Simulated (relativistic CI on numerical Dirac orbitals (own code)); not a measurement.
**Sensitivity of the levels of Ho17+ to α and to the nuclear radius**

Computed by Dirac-Coulomb-Breit CI, separate exchange-only KLI orbitals for each configuration, derivatives by finite differences, unscaled Slater integrals, QED left out (own radial code, finite nucleus).

Configurations in the expansion (outside the closed core [Ar] 3d10 4p6 4d10): 4s²4f⁴, 4s²4f³5s, 4s²4f²5s², 4s²4f²5s5p, 4s²4f³5p, 4s4f³5s². Levels of other configurations are missing.

With x = (α/α₀)² − 1 an excitation energy changes as ω = ω₀ + qx; K = 2q/ω₀ is the relative enhancement. Terms are leading LS components, so labels can repeat. The field-shift factor is F = δν/δ⟨r²⟩ for the transition from the lowest level.

Lowest level 4s²4f⁴ ⁵I4.

```csv
Level,ω₀ (cm⁻¹),q (cm⁻¹),F (GHz/fm²)
4s²4f⁴ ⁵I5,4962.8,5552,0.206
4s²4f⁴ ⁵I6,10043.0,10390,0.392
4s²4f⁴ ⁵I7,15059.5,14310,0.551
4s²4f⁴ ⁵I8,19937.1,17420,0.686
4s²4f⁴ ⁵F1,29215.6,4227,0.338
4s²4f⁴ ⁵F2,29942.4,2637,0.3
4s²4f⁴ ⁵F3,33004.6,6962,0.456
4s²4f⁴ ⁵F4,34424.2,2839,0.354
4s²4f⁴ ⁵S2,35186.8,8792,0.523
4s²4f⁴ ³K6,36410.1,7059,0.484
4s²4f⁴ ³K7,39456.9,7583,0.525
4s²4f⁴ ⁵F5,39593.7,11580,0.647
4s²4f⁴ ⁵F4,39960.6,7721,0.557
```

At this charge energies of transitions that change n are usually good to better than 1 %, and those within a shell (Δn = 0) to a few per cent. Terms inside the open d or f shell come out 10 to 20 % too wide with unscaled integrals.

(1) Which transition from the lowest level has the largest |K|?

## Answers

(1) 4s²4f⁴ ⁵I5 at 4962.8 cm⁻¹, K = 2.24.
